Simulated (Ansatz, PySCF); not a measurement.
Gas-phase reaction (SMILES): FBF + Cl (HCl) -> FB(F)Cl [chloro(difluoro)borane] + [H][H] (H2); hydrogen chloride cleaves one B-H bond, a model of a ligand-exchange step.

Structures are relaxed separately at B3LYP-D3(BJ)/def2-TZVP in Ansatz (a first-principles code). Valence correlation only, unless marked. Spin-orbit coupling is left out. No relativistic terms. CBS(X,Y): correlation extrapolated as X^-3; Hartree-Fock from the larger set. Thermal terms are rigid-rotor harmonic-oscillator values from B3LYP-D3(BJ) frequencies (Ansatz or PySCF) at 298.15 K and 1 atm. 1 Eh = 627.5095 kcal/mol.

```json
[
 {"species": "FBF", "E, CCSD(T)/CBS(aug-cc-pV(T+d)Z,aug-cc-pV(Q+d)Z) (Ansatz) (Eh)": "-225.08798", "E, wB97M-V/def2-TZVPD (Ansatz) (Eh)": "-225.29049", "H - E (Eh)": "0.02196", "G - E (Eh)": "-0.00581"},
 {"species": "Cl (HCl)", "E, CCSD(T)/CBS(aug-cc-pV(T+d)Z,aug-cc-pV(Q+d)Z) (Ansatz) (Eh)": "-460.37804", "E, wB97M-V/def2-TZVPD (Ansatz) (Eh)": "-460.79070", "H - E (Eh)": "0.01000", "G - E (Eh)": "-0.01120"},
 {"species": "FB(F)Cl", "E, CCSD(T)/CBS(aug-cc-pV(T+d)Z,aug-cc-pV(Q+d)Z) (Ansatz) (Eh)": "-684.31128", "E, wB97M-V/def2-TZVPD (Ansatz) (Eh)": "-684.94073", "H - E (Eh)": "0.01548", "G - E (Eh)": "-0.01583"},
 {"species": "[H][H] (H2)", "E, CCSD(T)/CBS(aug-cc-pV(T+d)Z,aug-cc-pV(Q+d)Z) (Ansatz) (Eh)": "-1.17444", "E, wB97M-V/def2-TZVPD (Ansatz) (Eh)": "-1.16077", "H - E (Eh)": "0.01336", "G - E (Eh)": "-0.00144"}
]
```

Problem. Work out ΔE and ΔH, ΔG, ΔS and the equilibrium constant at 298.15 K at the first level, then ΔH at the second.

Solution. 
1. ΔE = [(-684.31128) + (-1.17444)] - [(-225.08798) + (-460.37804)] = -0.01970 Eh = -12.4 kcal/mol at CCSD(T)/CBS(aug-cc-pV(T+d)Z,aug-cc-pV(Q+d)Z).
2. The terms H - E add up to -0.00312 Eh, so ΔH = (-0.01970 + (-0.00312))×627.5095 = -14.3 kcal/mol.
3. The terms G - E add up to -0.00026 Eh, so ΔG = -12.5 kcal/mol, and ΔS = (-0.00312 - (-0.00026))×627509.5/298.15 = -6.0 cal/(mol K).
4. log10 K = -ΔG/(RT ln 10) = 9.2, with RT ln 10 = 1.3642 kcal/mol.
5. At wB97M-V/def2-TZVPD the same steps give ΔE = -12.7 and ΔH = -14.7 kcal/mol, a shift of -0.4 from the first level.
6. These values are not checked against measurement here, since the tables used lack a sound gas-phase enthalpy of formation for at least one species.
